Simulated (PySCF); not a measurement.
Job file and geometry (Å, from GFN2-xTB) of an NMR shielding run on SMILES [BH2-](O[Si](COC)(C)C)[PH3+], C₄H₁₆BO₂PSi, GIAO PBE0/pcSseg-1 NMR shielding, non-relativistic, gas phase (PySCF); density fitting, a coarse starting grid and PySCF grid level 2 are the driver's defaults:

```
{"job": {"kind": "nmr", "xc": "PBE0", "basis": "pcSseg-1"}, "charge": 0, "multiplicity": 1}
C      2.032787     2.032813     0.033458
O      0.976859     1.106000    -0.025353
C      1.195176    -0.029167     0.810369
Si    -0.253006    -1.283590     0.523691
C     -0.258938    -2.541871     1.944393
C      0.086597    -2.106548    -1.169371
O     -1.611819    -0.465843     0.610253
B     -2.305238     0.551455    -0.087214
P     -1.131415     2.030930    -0.768526
H      2.966432     1.571785    -0.308788
H      2.179428     2.407396     1.054061
H      1.783193     2.865707    -0.624050
H      2.170962    -0.463191     0.562847
H      1.245847     0.302336     1.855279
H      0.699591    -3.043856     2.018880
H     -1.016232    -3.301097     1.786982
H     -0.464012    -2.069845     2.899090
H      0.890717    -2.834948    -1.127733
H      0.355684    -1.363151    -1.915504
H     -0.803377    -2.616681    -1.527515
H     -3.044989     1.178941     0.611629
H     -2.800224     0.194270    -1.119436
H     -0.264519     2.009579    -1.841258
H     -2.077666     2.849324    -1.387144
H     -0.562775     3.043399    -0.021210
```

**Question.** Write the output of this run.

**Answer.** 
```
coarse grid: 20776 points
cycle   1  E = -967.2715114365  dE =  8.584e-01  |g| = 9.615e-01  |ddm| = 4.288e+00
cycle   2  E = -966.9802145119  dE =  2.913e-01  |g| = 1.550e+00  |ddm| = 2.912e+00
cycle   3  E = -967.4578057841  dE = -4.776e-01  |g| = 1.899e-01  |ddm| = 2.190e+00
cycle   4  E = -967.4646940453  dE = -6.888e-03  |g| = 5.933e-02  |ddm| = 1.886e-01
cycle   5  E = -967.4654437560  dE = -7.497e-04  |g| = 1.561e-02  |ddm| = 5.041e-02
cycle   6  E = -967.4654833470  dE = -3.959e-05  |g| = 6.325e-03  |ddm| = 1.599e-02
cycle   7  E = -967.4654904986  dE = -7.152e-06  |g| = 7.219e-04  |ddm| = 5.162e-03
final grid: 188264 points
cycle   8  E = -967.5392207316  dE = -4.675e-05  |g| = 1.365e-02  |ddm| = 3.239e-02
cycle   9  E = -967.5391896621  dE =  3.107e-05  |g| = 1.909e-02  |ddm| = 2.063e-02
cycle  10  E = -967.5392571565  dE = -6.749e-05  |g| = 2.148e-03  |ddm| = 1.320e-02
cycle  11  E = -967.5392581686  dE = -1.012e-06  |g| = 1.786e-04  |ddm| = 2.285e-03
cycle  12  E = -967.5392581744  dE = -5.797e-09  |g| = 7.707e-05  |ddm| = 2.451e-04
cycle  13  E = -967.5392581754  dE = -9.493e-10  |g| = 3.236e-05  |ddm| = 7.522e-05
cycle  14  E = -967.5392581756  dE = -1.839e-10  |g| = 7.266e-06  |ddm| = 3.084e-05
converged SCF energy = -967.5392581756

GIAO shielding tensors (ppm)
atom      isotropic    diamagn.    paramagn.     s11        s22        s33       span
  0 C      124.187     245.422    -121.235     93.475     95.625    183.460     89.985
  1 O      307.989     406.150     -98.161    271.450    292.444    360.073     88.623
  2 C      113.194     255.995    -142.802     72.626     96.427    170.528     97.902
  3 Si     359.541     880.563    -521.022    314.721    366.544    397.357     82.636
  4 C      187.692     254.305     -66.612    178.545    188.524    196.008     17.463
  5 C      188.355     256.385     -68.030    180.450    189.879    194.737     14.287
  6 O      296.562     399.396    -102.834    226.218    310.007    353.461    127.243
  7 B      117.027     183.893     -66.866     96.638    110.049    144.393     47.755
  8 P      512.451     967.909    -455.458    472.044    516.304    549.006     76.962
  9 H       28.557      30.367      -1.809     24.501     26.184     34.986     10.485
 10 H       28.717      30.458      -1.741     25.040     25.895     35.218     10.178
 11 H       28.250      31.649      -3.398     24.009     26.473     34.269     10.260
 12 H       28.858      34.891      -6.033     25.158     28.254     33.163      8.004
 13 H       28.492      34.649      -6.157     24.505     27.522     33.447      8.942
 14 H       32.333      30.338       1.995     28.049     29.786     39.162     11.113
 15 H       31.467      28.944       2.523     27.284     28.888     38.230     10.946
 16 H       31.604      30.765       0.838     27.025     29.408     38.378     11.353
 17 H       31.949      31.259       0.690     27.984     28.862     39.002     11.018
 18 H       31.315      34.867      -3.552     26.712     30.559     36.675      9.964
 19 H       31.401      30.742       0.659     27.360     28.499     38.343     10.984
 20 H       27.924      28.846      -0.922     23.406     28.422     31.944      8.538
 21 H       27.852      29.362      -1.510     23.306     28.210     32.039      8.732
 22 H       28.252      33.231      -4.979     23.665     28.057     33.035      9.370
 23 H       28.955      29.914      -0.959     24.511     25.164     37.191     12.680
 24 H       28.457      32.729      -4.272     23.421     28.334     33.615     10.193
```

Size and cost of the density-fitted run: 247 basis functions, 100 s wall time on 1 thread of an Arm Neoverse N1, shared host.
